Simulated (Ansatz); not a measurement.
`[OH][Nb]([OH])([OH])([F])[F]`. Total charge 0; spin multiplicity 1. Nb: def2 effective core potential. The geometry is a stationary point of PBE0-D4/def2-TZVP. It is one conformer, not always the lowest.

```xyz
9

O    -1.702   -0.704   -0.289
Nb   -0.015    0.102   -0.415
O     0.966   -1.293    0.370
O     0.594    1.123    1.083
F    -0.708    1.769   -0.980
F     0.843   -0.062   -2.060
H    -1.928   -1.516    0.170
H     1.599   -1.472    1.064
H     0.352    2.054    1.058
```

What is the dipole moment at ωB97M-V/def2-TZVPP? (Estimate.)

Computed: 3.25 D, with components (0.13, -1.85, 2.67) D in this frame, pointing from negative to positive charge.

And with PBE, r2SCAN, B3LYP? (Best estimate.)

Computed: PBE 3.19 D, r2SCAN 3.25 D, B3LYP 3.30 D.

Give the Mulliken charges with ωB97M-V, r2SCAN, PBE in def2-TZVPP. (Estimate.)

The calculation gave: 
```
atom  ωB97M-V  r2SCAN    PBE
  O1    -0.48   -0.51  -0.45
 Nb2     1.61    1.62   1.39
  O3    -0.47   -0.50  -0.43
  O4    -0.49   -0.52  -0.45
  F5    -0.40   -0.40  -0.36
  F6    -0.37   -0.38  -0.34
  H7     0.20    0.23   0.21
  H8     0.21    0.23   0.22
  H9     0.20    0.23   0.21
```

B3LYP here is the variant with VWN-RPA as its local correlation; programs differ in this.
